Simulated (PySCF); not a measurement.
HSiCl(SBu)2, C8H19ClS2Si.
InChI=1S/C8H19ClS2Si/c1-3-5-7-10-12(9)11-8-6-4-2/h12H,3-8H2,1-2H3

The closed-shell ground state was solved at several levels (PySCF, density fitting, gas phase, non-relativistic). One conformer (not necessarily the lowest) at the PBE0-D3(BJ)/def2-SVP geometry, without solvent, vibrations or thermal averaging.

```
          level  basis functions  total energy (Eh)  HOMO (eV)  LUMO (eV)  gap (eV)  dipole (D)
    HF/pcSseg-1              327         -1857.4593      -9.79       3.20     12.99        2.45
B3LYP/def2-SVPD              417         -1861.8808      -6.73      -0.68      6.05        1.92
```

(1) What might PBE0/pcSseg-1 (327 basis functions) give for the same quantities?

(2) Over all these levels, which gives the widest orbital gap and which the narrowest?

(3) How far do the dipole and the HOMO energy spread over the levels?

Results:

(1) Total energy -1861.4416 Eh, HOMO -7.04 eV, LUMO -0.38 eV, gap 6.66 eV, dipole 2.24 D.

(2) HF/pcSseg-1 (Hartree–Fock, all exact exchange) has the widest, 12.99 eV, and B3LYP/def2-SVPD (global hybrid, 20 % exact exchange) the narrowest, 6.05 eV. Functional and basis both differ between the two, so the spread mixes both effects. The HOMO need not be the same orbital at Hartree–Fock and at DFT levels.

(3) The dipole runs from 1.92 to 2.45 D (mean 2.21 D) and the HOMO from -9.79 to -6.73 eV.
